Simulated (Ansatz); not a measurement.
Calculated with Ansatz (gas phase, PBE0-D4/def2-TZVP geometries, no zero-point term in ΔE). CCSD(T)/CBS adds triple-zeta CCSD(T) − MP2 to the extrapolated MP2 energy (def2 sets, frozen cores). Each species was taken in one conformer, which may not be the lowest.

Reaction (isomerisation): `C[SiH]([AlH2])O[SiH3]` → `[CH3][AlH][O][SiH2][SiH3]`

```json
{"species": "`C[SiH]([AlH2])O[SiH3]`", "CCSD(T)/CBS(def2) energy (Eh)": "-938.88270"}
{"species": "`[CH3][AlH][O][SiH2][SiH3]`", "CCSD(T)/CBS(def2) energy (Eh)": "-938.90940"}
```

Q: Work out ΔE.

A: ΔE = (-938.90940) − (-938.88270) = -0.02670 Eh = -70.1 kJ/mol.

Largest T1 diagnostic among the species: 0.012.

In def2-TZVPP, CCSD(T) changes the Hartree–Fock value by −13.3 kJ/mol (the triples alone add −1.8 kJ/mol) and MP2 by −15.2 kJ/mol. From PBE to PBE0 (25 % exact exchange), in def2-TZVPP and without D4, ΔE moves by +3.8 kJ/mol.
